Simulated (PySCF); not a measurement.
# Gas-phase XPS of `COB(Br)Br`, computed

Compound: CH3BBr2O.
Structure used (PBE0-D3(BJ)/def2-SVP), in Å, numbered top down from 1:
```
atom  x, y, z in Å
C1    -0.8101   -0.3225    0.0200
O2     0.5245   -0.4230    0.4596
B3     1.5062    0.4592    0.3216
Br4    1.2722    2.1516   -0.5737
Br5    3.2224    0.0166    1.0461
H6    -1.0210   -1.1667   -0.6517
H7    -0.9955    0.6246   -0.5078
H8    -1.4726   -0.3926    0.8945
```

The calculation used delta-SCF UKS SCAN, pcX-2 on the ionised atom, pcseg-1 elsewhere, spin-free X2C in PySCF 2.14.0. Binding energies are ΔSCF values: E(core-ionised, relaxed orbitals) − E(ground state) at a fixed geometry, referred to the vacuum level.

Give the core binding energies atom by atom.

```
atom(s)             environment  level  binding energy (eV)  count
     B3  three-coordinate boron   B 1s               198.65      1
     C1          methoxy carbon   C 1s               293.03      1
     O2      boron-bound oxygen   O 1s               539.52      1
```

Which effective nuclear charge Zeff reproduces each element's mean 1s value in the hydrogen-like formula E = 13.606 eV × Zeff²?

B (Z = 5): mean 198.6 eV, Zeff = 3.82, Z − Zeff = 1.18; C (Z = 6): mean 293.0 eV, Zeff = 4.64, Z − Zeff = 1.36; O (Z = 8): mean 539.5 eV, Zeff = 6.30, Z − Zeff = 1.70. Means run over the listed sites, weighted by atom count.

No level of bromine is listed. The structure is a single PBE0-D3(BJ)/def2-SVP conformer in the gas phase; no vibrational or solvent corrections.
